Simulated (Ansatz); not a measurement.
The Se1–H2 bond of CH4OSe (SMILES CO[SeH]) is stretched (multiplicity 1, the rest rigid).
Geometry at rest (charge 0, multiplicity 1):
| atom | x (Å) | y (Å) | z (Å) |
|---|---|---|---|
| Se | -0.4149 | -0.1755 | 0.5953 |
| H | -1.2102 | -1.1283 | -0.2177 |
| O | 1.0021 | -0.0727 | -0.5290 |
| C | 0.8200 | 0.7815 | -1.6553 |
| H | 0.5450 | 1.7956 | -1.3545 |
| H | 1.7809 | 0.8024 | -2.1719 |
| H | 0.0548 | 0.3899 | -2.3327 |

Correlated levels freeze the cores. Filled d and f shells under p-block atoms count as core.

Codes used: Ansatz (Gaussian orbitals). Values without a source in brackets are computed.

Energies above the point at 1.484 Å (the B3LYP-D3(BJ) bond length), FIC-MRCISD+Q on CASSCF(4,3)/cc-pVTZ (kcal/mol): 6.21 at 1.335 Å; 4.33 at 1.632 Å; 74.80 at 4.748 Å.

Take the last value as the depth D of a Morse curve D(1 − e^(−a(R − R₀)))², fit a and R₀ to the two near points, and test it at 2.003 and 2.596 Å.


With D = 74.8, both near points (counted from the curve's value at 1.484 Å) are met by a = 1.78 Å⁻¹ and R₀ = 1.478 Å, so k = 2Da² = 474 kcal/(mol Å²). The curve then gives 27.6 and 55.8 kcal/mol; the level itself gives 29.1 and 60.5, so Morse is off by -1.5 and -4.8.

Doubts at one or more of the structures used: active orbitals that take no part (FIC-MRCISD+Q on CASSCF(4,3)/cc-pVTZ).

Ansatz is a program for electronic structure.
